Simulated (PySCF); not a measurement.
Computed IR spectrum (relative IR intensity) of a molecule H₆O₃Si₂. The structure is a stationary point at ωB97X-D3(BJ)/def2-SVP. Other conformers were not sampled. Computed with ωB97X-D3(BJ)/def2-SVP (PySCF). Frequencies are harmonic and unscaled.

Lines under 2 % of the strongest are left out, and lines within 2 cm⁻¹ are merged.

ν (cm⁻¹): 158 (w), 238 (m), 245 (m), 301 (w), 362 (s), 449 (w), 477 (m), 522 (m), 721 (w), 731 (s), 774 (s), 819 (m), 831 (m), 855 (s), 897 (s), 952 (s), 960 (vs), 978 (vs), 1012 (s), 2220 (s), 2238 (s), 2263 (s), 3834 (s), 3920 (s), 3930 (s) (against the strongest line: vs over 80 %, s over 45 %, m over 15 %, w over 4 %, vw less)

Q: Which molecule gave these data?
(A) O[SiH](O)O[SiH3]
(B) O[SiH2][SiH](O)O
(C) O[Si](O)(O)[SiH3]
(D) O[SiH2]O[SiH2]O

A: B, O[SiH2][SiH](O)O
